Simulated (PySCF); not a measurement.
## Excitation energy of Pb+ by level of theory

Pb+ [Xe] 4f14 5d10 6s2 6p1 (2P) → Pb+ [Xe] 4f14 5d10 6s2 6d1 (2D), as a difference of total energies. All numbers are calculated (PySCF 2.14, scalar relativity by spin-free X2C-1e, in aug-cc-pVQZ-DK3). The calculations carry no spin-orbit coupling.

```tsv
method	excitation energy (eV)
UHF	7.524
M06	7.052
r2SCANh	7.468
```

For comparison: 7.425 eV (measured; NIST levels, between the centres of gravity of the two terms).
